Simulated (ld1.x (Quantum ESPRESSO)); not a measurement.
# Scattering properties, TM potential for lead (Pb)

Pb, norm-conserving Troullier–Martins (Kleinman–Bylander form), made with ld1.x (Quantum ESPRESSO) 7.5 (PBEsol, scalar-relativistic). Core [Xe] 4f14, reference 5d10 6s2 6p2. Waves: 6p (bound): rc 1.85 bohr; 5d (bound): rc 1.90 bohr; 6s (bound): rc 1.50 bohr. Local part: the s channel. Core correction: a·sin(br)/r model core inside 0.70 bohr.

The phase is arctan(r·u′/u) with u = r·R(r), unwrapped; energies in Ry, scanned from -4 to 5 Ry. A pole is an energy at which the radial function vanishes at the test radius. The pseudo phase is shifted by a multiple of π to meet the all-electron one at the reference energy, and phase errors are pseudo minus all-electron; the curves can meet again beyond the range given. Levels narrower than the energy grid can be missing from the lists of poles.

| channel | radius (bohr) | reference energy (Ry) | poles, all-electron | poles, pseudo | unbroken range about the reference energy with phases within 0.05 rad | phase error 1 Ry above the reference energy (rad) |
| --- | --- | --- | --- | --- | --- | --- |
| s | 2.04 | -0.89 | 3.41 | 0.78 | below -0.1 | -0.068 |
| p | 2.04 | -0.26 | none | none | below 1.1 | -0.028 |
| d | 2.04 | -1.56 | -0.86 | -0.85 | below 2.0 | +0.005 |

Note: ghost state, extra bound levels that the all-electron valence spectrum of the same l lacks: p at -1057.3 eV. A true bound ghost makes a file unfit for plane-wave use.

Phases in the s channel:

```tsv
E (Ry)	all-electron	pseudo
-4.00	1.229	1.216
-3.52	1.186	1.172
-3.04	1.127	1.110
-2.56	1.038	1.020
-2.08	0.894	0.876
-1.60	0.636	0.620
-1.12	0.155	0.151
-0.64	-0.485	-0.490
-0.16	-0.933	-0.972
0.32	-1.172	-1.272
0.80	-1.308	-1.597
1.28	-1.393	-3.800
1.76	-1.452	-4.374
2.24	-1.496	-4.497
2.72	-1.531	-4.562
3.20	-1.560	-4.606
3.68	-1.584	-4.638
4.16	-1.607	-4.664
4.64	-1.628	-4.686
```
